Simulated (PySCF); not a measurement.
C$_{2}$H$_{6}$AlCl, charge +1, doublet, at a GFN2-xTB geometry (such geometries of metal compounds can be far from the true shape) (a state made from the parent by changing its charge; the spin is typed, not shown lowest).

PySCF was given this input:
```python
from pyscf import gto, scf

mol = gto.Mole()
mol.atom = '''
    Al    0.091244   -0.104779    0.096178
    C     1.983315   -0.847047   -0.125519
    H     1.975511   -1.925332    0.039993
    H     2.631427   -0.352767    0.600482
    H     2.278661   -0.598749   -1.147671
    C    -0.336721   -1.043797    1.861153
    H    -0.491636   -2.104434    1.655017
    H    -1.254391   -0.577458    2.227328
    H     0.490321   -0.906274    2.559179
    Cl   -0.982096    1.127777   -1.035203
'''
mol.basis = 'sto-3g'
mol.charge = 1
mol.spin = 1
mol.verbose = 4
mol.build()

mf = scf.UHF(mol)
mf.kernel()
```

What number of basis functions does PySCF with HF/STO-3G give?

34

Estimate the HOMO energy that HF/STO-3G returns for this input.

-15.56 eV

Predict the <S^2> from HF/STO-3G.

0.820

Predict the nuclear repulsion energy from HF/STO-3G.

189.9998 Eh

What Mulliken (on the basis functions themselves) charges in atom order does HF/STO-3G give?

Al1 1.17, C2 -0.29, H3 0.12, H4 0.12, H5 0.13, C6 -0.29, H7 0.12, H8 0.13, H9 0.12, Cl10 -0.34

These values belong to the state on which the SCF converged, which isn't shown to be the lowest.
